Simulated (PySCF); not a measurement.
An equivalent PySCF input for In⁺ (indium, charge +1), [Kr] 4d10 5s2, closed-shell 1S, with scalar relativity by spin-free X2C-1e:

```python
from pyscf import gto, scf, dft, mp, cc
import basis_set_exchange as bse
mol = gto.M(atom="In 0 0 0", charge=1, spin=0, symmetry="D2h",
            basis=gto.basis.parse(bse.get_basis("x2c-SVPall", elements=["In"], fmt="nwchem", header=False)),
            nucmod="G")
mf = dft.UKS(mol, xc="LDA,VWN").sfx2c1e()
mf.irrep_nelec = {'Ag': (9, 9), 'B1g': (2, 2), 'B2g': (2, 2), 'B3g': (2, 2), 'B1u': (3, 3), 'B2u': (3, 3), 'B3u': (3, 3)}
mf.kernel()
```

It reaches the same state as the run whose output follows, with an energy that differs only through the grid. The run itself started from symmetry-adapted Hartree-Fock orbitals and held the occupation by maximum overlap, on a logarithmic radial grid, so the iterations belong to that start.

```
SCF conv_tol = 1e-09
number electrons alpha = 24  beta = 24
XC functionals = LDA,VWN
    P. A. M. Dirac.,  Math. Proc. Cambridge Philos. Soc. 26, 376 (1930)
    F. Bloch.,  Z. Phys. 57, 545 (1929)
    S. H. Vosko, L. Wilk, and M. Nusair.,  Can. J. Phys. 58, 1200 (1980)
cycle= 1 E= -5874.22594593744  delta_E= -0.00896  |g|= 0.0289  |ddm|= 0.496
cycle= 2 E= -5874.22616981533  delta_E= -0.000224  |g|= 0.0164  |ddm|= 0.0708
cycle= 3 E= -5874.22629404719  delta_E= -0.000124  |g|= 0.0003  |ddm|= 0.0289
cycle= 4 E= -5874.22629409291  delta_E= -4.57e-08  |g|= 3.09e-07  |ddm|= 0.000611
cycle= 5 E= -5874.22629409291  delta_E=    0  |g|= 2.46e-08  |ddm|= 1.33e-06
converged SCF energy = -5874.22629409291  <S^2> = -3.5527137e-15  2S+1 = 1
```
